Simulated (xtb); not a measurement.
C₃H₆FNSi, SMILES FC1=CCN1[SiH3]. All values are semi-empirical tight-binding results from xtb (GFN2-xTB unless named), good for trends rather than for accurate numbers. Coordinates come from a GFN2-xTB optimisation. This is a generated structure with no PubChem entry under its InChIKey; it may be hypothetical.

Estimate the properties. (Estimate from the structure and the level; the computed values follow.)


```json
{
  "orbital_gap": "4.41 eV",
  "dipole_moment": "2.23 D",
  "zero_point_energy": "50.1 kcal/mol",
  "G − E(el) at 298.15 K (modified RRHO)": "30.3 kcal/mol",
  "static polarisability (D4 model)": "71.8 bohr³",
  "solvation energy, GFN2-xTB/ALPB(water)": "-0.8 kcal/mol",
  "solvation energy, GFN2-xTB/ALPB(benzene)": "-3.4 kcal/mol"
}
```
